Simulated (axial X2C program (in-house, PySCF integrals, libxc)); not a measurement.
**Basis sets for CaF⁻**

Computed with an in-house relativistic program for diatomic molecules, spin-free (one-electron X2C) or two-component (2c: spin–orbit coupling with atomic mean-field Coulomb and Gaunt terms, which also bring small scalar terms), in Dyall basis sets with cores contracted in-house; open shells are unrestricted.

Fragments: Ca + F-.

| Hamiltonian | level | Dyall basis | state | Re (Å) | ωe (cm⁻¹) | De (eV) |
| --- | --- | --- | --- | --- | --- | --- |
| spin-free | HF | Ca acv3z, F av3z | M_S = 0, Λ = 0 | 2.030 | 513.1 | 3.23 |
| spin-free | PBE0 | Ca acv3z, F av3z | M_S = 0, Λ = 0 | 1.992 | 520.2 | 3.31 |
| 2c | HF | Ca acv3z, F av3z | Ω = 0 | 2.030 | 513.0 | 3.23 |
| 2c | PBE0 | Ca acv3z, F av3z | Ω = 0 | 1.992 | 520.2 | 3.31 |

In the other basis sets:

```json
{"Hamiltonian": "spin-free", "level": "HF", "Dyall basis": "Ca av4z, F av4z", "state": "M_S = 0, Λ = 0", "Re (Å)": "2.029", "ωe (cm⁻¹)": "513.9", "De (eV)": "3.24"}
{"Hamiltonian": "spin-free", "level": "PBE0", "Dyall basis": "Ca av4z, F av4z", "state": "M_S = 0, Λ = 0", "Re (Å)": "1.991", "ωe (cm⁻¹)": "521.3", "De (eV)": "3.32"}
{"Hamiltonian": "2c", "level": "HF", "Dyall basis": "Ca av4z, F av4z", "state": "Ω = 0", "Re (Å)": "2.028", "ωe (cm⁻¹)": "514.0", "De (eV)": "3.24"}
{"Hamiltonian": "2c", "level": "PBE0", "Dyall basis": "Ca av4z, F av4z", "state": "Ω = 0", "Re (Å)": "1.991", "ωe (cm⁻¹)": "521.4", "De (eV)": "3.32"}
```

Problem. How far does the basis move Re and ωe?

Solution. HF spin-free, Ca acv3z, F av3z to Ca av4z, F av4z: ΔRe -0.001 Å, Δωe 0.8 cm⁻¹; PBE0 spin-free, Ca acv3z, F av3z to Ca av4z, F av4z: ΔRe -0.001 Å, Δωe 1.1 cm⁻¹; HF 2c, Ca acv3z, F av3z to Ca av4z, F av4z: ΔRe -0.002 Å, Δωe 1.0 cm⁻¹; PBE0 2c, Ca acv3z, F av3z to Ca av4z, F av4z: ΔRe -0.001 Å, Δωe 1.2 cm⁻¹.

Each entry is the lowest single determinant of a limited PBE0 search at one distance. De goes to single-determinant-based atoms at the same level (for ions the charge split of lowest energy) and is withheld (n/a) where an atom does not fit its ground term or J level. Main or longest-lived isotopes.
